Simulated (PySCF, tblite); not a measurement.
Species: C5H9F3OSi.
Cartesian coordinates in Å at the GFN2-xTB level; atoms count from 1:
```
atom  x, y, z in Å
C1    -1.541   -1.360   -0.462
C2    -0.875   -0.014   -0.190
C3     0.311   -0.170    0.787
O4     0.301   -1.024    1.636
C5     1.438    0.754    0.548
Si6    2.650   -0.096   -0.680
C7    -1.881    0.939    0.440
F8    -2.925    1.172   -0.374
F9    -1.342    2.146    0.696
F10   -2.388    0.494    1.590
H11   -0.851   -2.006   -0.999
H12   -2.443   -1.231   -1.056
H13   -1.796   -1.836    0.482
H14   -0.537    0.460   -1.117
H15    1.974    0.925    1.480
H16    1.104    1.706    0.143
H17    1.945   -0.316   -1.947
H18    3.762    0.832   -0.874
H19    3.085   -1.366   -0.111
```

Level of theory: PBE0/pcSseg-1 in PySCF (dipole) on a GFN2-xTB geometry, gas phase.

Masses are those of the commonest isotopes; rigid-rotor values at the optimised geometry. The values belong to one conformer with, in the numbering `[CH3:1][C@H:2]([C:3](=[O:4])[CH2:5][SiH3:6])[C:7]([F:8])([F:9])[F:10]`, C1–C2–C3–O4 -31°, C2–C3–C5–Si6 -90°.

(1) Give the principal moments of inertia and the rotational constants in MHz.

(2) What kind of rotor is it?

(3) Is it planar, by Δ = Ic − Ia − Ib?

(4) Give the other two planar moments, Paa and Pbb, and the rms extents of the mass along the axes.

(5) List the rotational levels J(Ka,Kc) to J = 4 (MHz).

(6) Which types of transition are allowed, and where do some lines up to J = 4 fall?

(7) Estimate the classical rotational partition function at 10 K, 25 K and 500 K.

## Answers

(1) Ia = 265.34, Ib = 771.31, Ic = 808.75 u·Å²; 505379 MHz·u·Å²/I gives A = 1905, B = 655.2, C = 624.9 MHz.

(2) A near-prolate asymmetric top: κ = (2 × 655.2 − 1905 − 624.9)/(1905 − 624.9) = -0.95.

(3) Not planar: Δ = Ic − Ia − Ib = -227.90 u·Å². For a rigid frame Δ = −2 Σ m c², so Σ m c² = 113.95 u·Å² lies off the ab plane: 13.98 from hydrogen and 99.96 from heavier atoms. The atom farthest from that plane is 1.87 Å away.

(4) Paa = Σ m a² = (Ib + Ic − Ia)/2 = 657.36 and Pbb = Σ m b² = (Ia + Ic − Ib)/2 = 151.39 u·Å². With the mass M = 170.04 u, the rms extents √(P/M) along a, b and c are 1.97, 0.94, 0.82 Å.

(5) Above 0(0,0):
J = 1: 1(0,1) 1280, 1(1,1) 2530, 1(1,0) 2560
J = 2: 2(0,2) 3840, 2(1,2) 5059, 2(1,1) 5150, 2(2,1) 8899, 2(2,0) 8899
J = 3: 3(0,3) 7678, 3(1,3) 8854, 3(1,2) 9036, 3(2,2) 12739, 3(2,1) 12742, 3(3,1) 19062, 3(3,0) 19062
J = 4: 4(0,4) 12793, 4(1,4) 13913, 4(1,3) 14216, 4(2,3) 17859, 4(2,2) 17867, 4(3,2) 24184, 4(3,1) 24184, 4(4,1) 33035, 4(4,0) 33035
The levels of one J sum to (2J + 1)J(J + 1)(A + B + C)/3.

(6) The dipole components are |μa| = 2.20 D, |μb| = 1.03 D, |μc| = 2.20 D. Intensities carry the squares of the components, which stand as 1.00 : 0.22 : 1.00 (a : b : c). Some lines, for components of 0.1 D or more:

| type | branch | J(Ka,Kc) | MHz | lower level (cm⁻¹) |
| --- | --- | --- | --- | --- |
| a | Q | 4(1,3) ← 4(1,4) | 303 | 0.464 |
| c | Q | 4(1,4) ← 4(0,4) | 1120 | 0.427 |
| c | Q | 3(1,3) ← 3(0,3) | 1176 | 0.256 |
| c | Q | 2(1,2) ← 2(0,2) | 1220 | 0.128 |
| a | R | 1(0,1) ← 0(0,0) | 1280 | 0.000 |
| b | Q | 2(1,1) ← 2(0,2) | 1311 | 0.128 |
| c | R | 1(1,0) ← 0(0,0) | 2560 | 0.000 |
| c | Q | 2(2,1) ← 2(1,1) | 3748 | 0.172 |
| b | Q | 2(2,0) ← 2(1,1) | 3749 | 0.172 |
| a | R | 3(0,3) ← 2(0,2) | 3838 | 0.128 |
| a | R | 3(2,2) ← 2(2,1) | 3840 | 0.297 |
| a | R | 3(2,1) ← 2(2,0) | 3843 | 0.297 |
| a | R | 3(1,2) ← 2(1,1) | 3885 | 0.172 |
| b | R | 4(0,4) ← 3(1,3) | 3939 | 0.295 |
| a | R | 4(2,3) ← 3(2,2) | 5120 | 0.425 |
| a | R | 4(3,2) ← 3(3,1) | 5122 | 0.636 |
| b | R | 4(1,4) ← 3(0,3) | 6235 | 0.256 |
| c | Q | 4(3,2) ← 4(2,2) | 6317 | 0.596 |
| c | R | 4(2,2) ← 3(1,2) | 8831 | 0.301 |
| b | R | 4(4,1) ← 3(3,0) | 13973 | 0.636 |

(7) Point group C1, symmetry number σ = 1; q = (√π/σ)·√((kT/h)³/(ABC)), k/h = 20836.6 MHz/K: 6040 at 10 K, 23900 at 25 K, 2130000 at 500 K.

Its GFN2-xTB frequencies are all real (lowest 33 cm⁻¹). No vibrational averaging or centrifugal distortion is included, and the geometry carries the error of its method. A rigid rotor knows nothing of internal rotation, which can split or shift real lines.
